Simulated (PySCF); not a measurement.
**Stretching LaSi**

Set-up: La def2-TZVPP with ECP46, Si def2-TZVPP; scalar-relativistic core potentials (PySCF 2.14). Energies in eV from La (5d1 6s2) + Si in their ground configurations at the same level. State: quartet, about 0.0 electrons in the 4f shell (Mulliken).

```
R (Å)  CAM-B3LYP
2.243     -1.203
2.347     -1.781
2.451     -2.107
2.530     -2.225
2.608     -2.258
2.686     -2.225
2.791     -2.105
2.921     -1.863
3.077     -1.508
3.286     -1.002
```

Task: Put a parabola through the three lowest points of the CAM-B3LYP curve and estimate Re, k and ωe (reduced mass 23.29 u; 1 eV/Å² = 0.16022 mdyn/Å; ωe = 1302.8·√(k/μ) cm⁻¹).

Result: Through R = 2.53, 2.608, 2.686 Å the second-order coefficient is 5.42 eV/Å², so Re ≈ 2.608 Å, k ≈ 1.74 mdyn/Å and ωe ≈ 356 cm⁻¹. A polynomial fit of higher order to the unrounded CAM-B3LYP energies gives Re = 2.605 Å, k = 1.72 mdyn/Å, ωe = 354 cm⁻¹; anharmonicity and rounding make the difference.

The higher-order fit for each curve: CAM-B3LYP: Re = 2.605 Å, ωe = 354 cm⁻¹, De = 2.26 eV.

Spin–orbit coupling is left out, which matters for elements this heavy, above all for dissociation energies. With d or f electrons several states lie close, and the lowest PBE0 determinant need not be the measured ground state.
